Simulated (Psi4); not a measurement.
C2H6AlF, singlet, at a GFN2-xTB geometry (such geometries of metal compounds can be far from the true shape); Psi4 1.11 with MP2/cc-pVDZ.

The Psi4 input:
```
memory 2 GB

molecule mol {
0 1
Al   -0.018122    0.013841   -0.018150
C     1.808266   -0.200631   -0.776433
H     2.235444   -1.187839   -0.587723
H     2.517574    0.524854   -0.369295
H     1.788200   -0.049842   -1.860537
C    -0.745277   -0.556671    1.742736
H    -1.426969   -1.406597    1.640447
H    -1.330043    0.248003    2.199605
H     0.027221   -0.849799    2.455767
F    -1.105974    0.787233   -1.004459
}

set {
  basis cc-pvdz
  reference rhf
  freeze_core true
}

energy('mp2')
print_variables()
```

What the program printed (banner, timings and long lists left out):

```
    SCF Algorithm Type (re)set to DF.

   => Loading Basis Set <=

    Name: CC-PVDZ
    Role: ORBITAL
    Keyword: BASIS

         ---------------------------------------------------------
                                   SCF
               by Justin Turney, Rob Parrish, Andy Simmonett
                          and Daniel G. A. Smith
                              RHF Reference
         ---------------------------------------------------------

  ==> Geometry <==

    Molecular point group: c1
    Full point group: C1

    Geometry (in Angstrom), charge = 0, multiplicity = 1:

       Center              X                  Y                   Z               Mass
    ------------   -----------------  -----------------  -----------------  -----------------
         AL           0.046375965391    -0.032188551791     0.040667535847    26.981538530000
         C            1.872763965391    -0.246660551791    -0.717615464153    12.000000000000
         H            2.299941965391    -1.233868551791    -0.528905464153     1.007825032230
         H            2.582071965391     0.478824448209    -0.310477464153     1.007825032230
         H            1.852697965391    -0.095871551791    -1.801719464153     1.007825032230
         C           -0.680779034609    -0.602700551791     1.801553535847    12.000000000000
         H           -1.362471034609    -1.452626551791     1.699264535847     1.007825032230
         H           -1.265545034609     0.201973448209     2.258422535847     1.007825032230
         H            0.091718965391    -0.895828551791     2.514584535847     1.007825032230
         F           -1.041476034609     0.741203448209    -0.945641464153    18.998403162730

  Running in c1 symmetry.

  Rotational constants: A =      0.20882  B =      0.15296  C =      0.09123 [cm^-1]
  Rotational constants: A =   6260.39307  B =   4585.58485  C =   2735.08209 [MHz]
  Nuclear repulsion =  151.509376475723883

  Charge       = 0
  Multiplicity = 1
  Electrons    = 40
  Nalpha       = 20
  Nbeta        = 20

  ==> Algorithm <==

  SCF Algorithm Type is DF.
  DIIS enabled.
  MOM disabled.
  Fractional occupation disabled.
  Guess Type is SAD.
  Energy threshold   = 1.00e-08
  Density threshold  = 1.00e-08
  Integral threshold = 1.00e-12

  ==> Primary Basis <==

  Basis Set: CC-PVDZ
    Blend: CC-PVDZ
    Number of shells: 44
    Number of basis functions: 90
    Number of Cartesian functions: 94
    Spherical Harmonics?: true
    Max angular momentum: 2

   => Loading Basis Set <=

    Name: (CC-PVDZ AUX)
    Role: JKFIT
    Keyword: DF_BASIS_SCF

  ==> Integral Setup <==

  SCF_SUBTYPE=INCORE selected. In-core MEM_DF algorithm will be used.
  Using in-core AOs.

  ==> MemDFJK: Density-Fitted J/K Matrices <==

    J tasked:                   Yes
    K tasked:                   Yes
    wK tasked:                   No
    Algorithm:                 Core
    Schwarz Cutoff:           1E-12
    Mask sparsity (%):       0.4691
    Fitting Condition:        1E-10

   => Auxiliary Basis Set <=

  Basis Set: (CC-PVDZ AUX)
    Blend: CC-PVDZ-JKFIT
    Number of shells: 162
    Number of basis functions: 460
    Number of Cartesian functions: 523
    Spherical Harmonics?: true
    Max angular momentum: 3

  Minimum eigenvalue in the overlap matrix is 1.6984860900E-02.
  Reciprocal condition number of the overlap matrix is 3.2971541703E-03.
    Using symmetric orthogonalization.

  ==> Pre-Iterations <==

  SCF Guess: Superposition of Atomic Densities via on-the-fly atomic UHF (no occupation information).

   -------------------------
    Irrep   Nso     Nmo
   -------------------------
     A         90      90
   -------------------------
    Total      90      90
   -------------------------

  ==> Iterations <==

                           Total Energy        Delta E     RMS |[F,P]|

   @DF-RHF iter SAD:  -419.33655689237054   -4.19337e+02   0.00000e+00
[...]
  Energy and wave function converged.

  ==> Post-Iterations <==

    Orbital Energies [Eh]
    ---------------------

    Doubly Occupied:

[...]
    Virtual:

[...]
      90A      4.149374

    Final Occupation by Irrep:
              A
    DOCC [    20 ]
    NA   [    20 ]
    NB   [    20 ]

  @DF-RHF Final Energy:  -420.67830781918775

   => Energetics <=

    Nuclear Repulsion Energy =            151.5093764757238830
    One-Electron Energy =                -884.4422655290366038
    Two-Electron Energy =                 312.2545812341249416
    Total Energy =                       -420.6783078191877507

Computation Completed

Properties will be evaluated at   0.000000,   0.000000,   0.000000 [a0]

Properties computed using the SCF density matrix

 Multipole Moments:

 ------------------------------------------------------------------------------------
     Multipole            Electronic (a.u.)      Nuclear  (a.u.)        Total (a.u.)
 ------------------------------------------------------------------------------------

 L = 1.  Multiply by 2.5417464519 to convert [e a0] to [Debye]
 Dipole X            :         -4.3071978            4.8753566            0.5681588
 Dipole Y            :          3.0767859           -3.4793336           -0.4025477
 Dipole Z            :         -3.9321624            4.4459633            0.5138009
 Magnitude           :                                                    0.8653557

 ------------------------------------------------------------------------------------

  //>>>>>>>>>>>>>>>>>>>>>>>>>>>>>>>>>>>//
  //               DFMP2               //
  //<<<<<<<<<<<<<<<<<<<<<<<<<<<<<<<<<<<//

   => Loading Basis Set <=

    Name: (CC-PVDZ AUX)
    Role: RIFIT
    Keyword: DF_BASIS_MP2

	 --------------------------------------------------------
	                          DF-MP2
	      2nd-Order Density-Fitted Moller-Plesset Theory

	        Rob Parrish, Justin Turney, Andy Simmonett,
	           Ed Hohenstein, and C. David Sherrill
	 --------------------------------------------------------

   => Auxiliary Basis Set <=

  Basis Set: (CC-PVDZ AUX)
    Blend: CC-PVDZ-RI
    Number of shells: 114
    Number of basis functions: 328
    Number of Cartesian functions: 378
    Spherical Harmonics?: true
    Max angular momentum: 3

	 --------------------------------------------------------
	                 NBF =    90, NAUX =   328
	 --------------------------------------------------------
	   CLASS    FOCC     OCC    AOCC    AVIR     VIR    FVIR
	   PAIRS       8      20      12      70      70       0
	 --------------------------------------------------------

	-----------------------------------------------------------
	 ==================> DF-MP2 Energies <====================
	-----------------------------------------------------------
	 Reference Energy          =    -420.6783078191877507 [Eh]
	 Singles Energy            =      -0.0000000000000000 [Eh]
	 Same-Spin Energy          =      -0.1293492480265493 [Eh]
	 Opposite-Spin Energy      =      -0.4158292179037755 [Eh]
	 Correlation Energy        =      -0.5451784659303248 [Eh]
	 Total Energy              =    -421.2234862851180992 [Eh]
	-----------------------------------------------------------
	 ================> DF-SCS-MP2 Energies <==================
	-----------------------------------------------------------
	 SCS Same-Spin Scale       =       0.3333333333333333 [-]
	 SCS Opposite-Spin Scale   =       1.2000000000000000 [-]
	 SCS Same-Spin Energy      =      -0.0431164160088498 [Eh]
	 SCS Opposite-Spin Energy  =      -0.4989950614845306 [Eh]
	 SCS Correlation Energy    =      -0.5421114774933804 [Eh]
	 SCS Total Energy          =    -421.2204192966811434 [Eh]
	-----------------------------------------------------------

  Variable Map:
  ----------------------------------------------------------------------------
[...]
  Array Variable Map:
  ----------------------------------------------------------------------------
[...]
[...]
```
